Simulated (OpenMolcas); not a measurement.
# Au3+: ligand-field states by method

Au3+ with 6 ligands (fluoride) in trigonal prismatic coordination (D3h) at 2.05 Å, a polar angle of 55.5° against the regular 49.1°. A charge of +0.5 e stands 3.2 Å behind each ligand. Ligand basis ANO-RCC-VDZP.
```
Au    0.0000    0.0000    0.0000
F     1.6891    0.0000    1.1616
F    -0.8446    1.4628    1.1616
F    -0.8446   -1.4628    1.1616
F     1.6891    0.0000   -1.1616
F    -0.8446    1.4628   -1.1616
F    -0.8446   -1.4628   -1.1616
```

| Item | Value |
| --- | --- |
| Program | OpenMolcas |
| Basis | ANO-RCC-VDZP [7s6p4d2f] |
| Scalar Hamiltonian | DKH2, point nucleus |
| Active space | 8 electrons in 5 orbitals (5d) |
| State averaging | 2S+1 = 3 even, 10 roots; 2S+1 = 1 even, 15 roots |
| Spin-orbit coupling | RASSI with atomic mean-field integrals over the reference wave functions |

I. CASSCF
II. SS-CASPT2, IPEA 0.25 Eh, imaginary shift 0.1 Eh (the 30 lowest orbitals frozen, all others correlated)

Spin-free states (labels of D3, the rotations of D3h) in cm-1, each column counted from its own energy of the first state listed:

```tsv
State	Degeneracy	I	II
3A2	1	0	0
3A2	1	8507	9850
3A1	1	8602	9630
3E	2	10446	11360
1E	2	10733	5830
1A1	1	16289	10650
1E	2	18853	13670
1A1	1	23074	18130
3E	2	24020	25000
1A2	1	24082	17910
3E	2	24682	30510
3A2	1	28023	29840
1E	2	28826	27890
1E	2	33067	31810
1A1	1	36628	34080
1E	2	37211	38530
1A1	1	56923	55060
```

From I to II, I's first state of the same spin (3A2) moves from 8507 to 9850 cm-1, by about +1300 cm-1. In II another state of that kind comes below it.

From I to II, I's first state of another spin (1E) moves from 10733 to 5830 cm-1, by about -4900 cm-1.

χT at 300 K: I 0.61, II 0.48 cm3 K/mol.

The states above are spin-free; spin-orbit coupling is strong here and shifts and splits them by thousands of cm-1.

Roots that are degenerate in the reference are averaged as groups; the widest CASPT2 spread within a group is 200 cm-1 (the 2-fold group of multiplicity 1 near 31800 cm-1 above the lowest state of its run, II). Shifts and gaps below about the spread of the groups concerned are not significant. Over all roots computed the reference weight is 0.67 to 0.70 in II; a low but even weight reflects the number of correlated electrons. Real 4d8 and 5d8 ions are as a rule square planar and diamagnetic. The least metal-like active orbital is 78 % on the metal (Löwdin) and no ligand orbital is active, so the numbers are rough. Ligand-to-metal charge-transfer states are missing. With no ligand orbital active B as a rule stays too high, so bands that hang on it stand too high and its fall with covalency is understated. Without dynamic correlation the repulsion within the d shell is too large (B by tens of per cent), so at a given field states of lower spin stand too high (holds for I). With metal d orbitals alone the field can be off either way by tens of per cent (holds for I). The distance lies 5 % under the 2.16 Å that this model takes as the normal distance (a Shannon-type radius plus a fixed donor radius); by an R⁻⁵ law this alone changes a d-shell field by about +30 %. No measured value stands beside these numbers; the geometry was imposed, not optimised, and the real ion may take another.
